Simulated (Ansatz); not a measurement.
Consider the ligand exchange at a B–C bond: `CC(=N)BO` + `OCS` → `OBSCO` + `CC=N`.

Gas-phase electronic energies from Ansatz, PBE0-D4/def2-TZVP geometries. CCSD(T)/CBS is the MP2 limit (def2-TZVPP, def2-QZVPP) plus CCSD(T) − MP2 in def2-TZVPP, frozen cores. Functionals use def2-TZVPP. B3LYP here is the variant with VWN-RPA as its local correlation; programs differ in this. Each species was taken in one conformer, which may not be the lowest.

Task: Is it downhill or uphill in electronic energy at CCSD(T)/CBS, and by how much? (Estimate.)

Result: Ansatz gave: Downhill: ΔE = -78.3 kJ/mol.

Task: What do these levels give: r2SCAN-D4, B3LYP-D4, ωB97X-V, ωB97M-V, PBE, B3LYP, HF/def2-TZVPP, CCSD(T)/def2-TZVPP, HF/def2-QZVPP, SCS-MP2/def2-QZVPP, HF/CBS(def2), MP2/CBS(def2)? (Estimate.)

Result: Ansatz gave: r2SCAN-D4 -87.8, B3LYP-D4 -81.4, ωB97X-V -79.3, ωB97M-V -78.9, PBE -86.0, B3LYP -80.3, HF/def2-TZVPP -75.5, CCSD(T)/def2-TZVPP -78.2, HF/def2-QZVPP -74.7, SCS-MP2/def2-QZVPP -78.5, HF/CBS(def2) -74.6, MP2/CBS(def2) -82.7 kJ/mol.

Largest T1 diagnostic among the species: 0.013.
